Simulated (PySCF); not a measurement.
GaFBr₂, SMILES [Br][Ga]([F])[Br].

Coordinates come from a ωB97X-D3(BJ)/def2-SVP optimisation. The structure was generated by enumeration; whether it is a known compound was not checked.

The numbers are results of C-PCM-PBE0/def2-SVP run with PySCF, not measurements.

The values are the electrostatic part of the solvation free energy, E(continuum) − E(gas) at the gas-phase geometry, in a cavity of scaled van der Waals radii (PySCF's table); cavitation and dispersion terms are not included. A continuum can't describe solvent molecules that bind to the metal. In vacuum the orbital gap is 6.88 eV. The dipole moment in vacuum is 1.14 D.

Question: Estimate the values in water (ε = 78.36), 2-propanol (ε = 19.26), ethylethanoate (ε = 5.99). (Estimate from the structure and the level; the computed values follow.)

Answer: 
```tsv
solvent	ε	ΔG(elec) (kcal/mol)	dipole (D)	gap (eV)
water	78.36	-5.0	1.21	7.01
2-propanol	19.26	-4.8	1.21	7.01
ethylethanoate	5.99	-4.2	1.20	6.99
```
